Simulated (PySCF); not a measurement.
## How methods differ on the ionisation energy of Tl²⁺

Tl²⁺ [Xe] 4f14 5d10 6s1 (2S) → Tl³⁺ [Xe] 4f14 5d10 (1S), as a difference of total energies. Calculation: PySCF 2.14, in x2c-QZVPPall with one added diffuse shell each of s, p, d, f type (17s11p10d7f1g, 158 functions); scalar relativity by spin-free X2C-1e. The calculations carry no spin-orbit coupling.

| method | ionisation energy (eV) |
| --- | --- |
| UHF | 28.154 |
| TPSSh | 29.891 |
| BHandHLYP | 29.709 |

For comparison: 29.852 eV (measured; NIST Atomic Spectra Database, ionization energies).
